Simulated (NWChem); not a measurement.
Molecule: GeSiH₅OCl; SMILES [SiH3][Ge@@H]([Cl])[OH]

```xyz
9

O      1.8112    -0.1222    -0.6989
Ge     0.3766    -0.0727     0.3452
Si    -0.7791     1.9380    -0.1815
Cl    -0.9217    -1.7399    -0.1919
H      2.3223    -0.9344    -0.6042
H      0.7774    -0.3364     1.8115
H     -1.1019     1.9244    -1.6365
H     -2.0338     1.9788     0.6253
H      0.0725     3.1179     0.1521
```
Atoms are numbered in this order, from 1.

All runs: NWChem. Pople sets run with spherical d functions. Geometry: optimised at PBE0/def2-SVP. Ions are spin-unrestricted doublets at the neutral geometry; other ion states weren't tried.

For level PBE/6-31G*:

- vertical ionisation energy, ΔSCF (eV) = 9.73
- −ε(HOMO) (eV) = 6.87

Q: How do the values read with level M06-2X/6-31G* instead?

A: 
| Property | Result |
|---|---|
| vertical ionisation energy, ΔSCF (eV) | 10.45 |
| −ε(HOMO) (eV) | 9.34 |
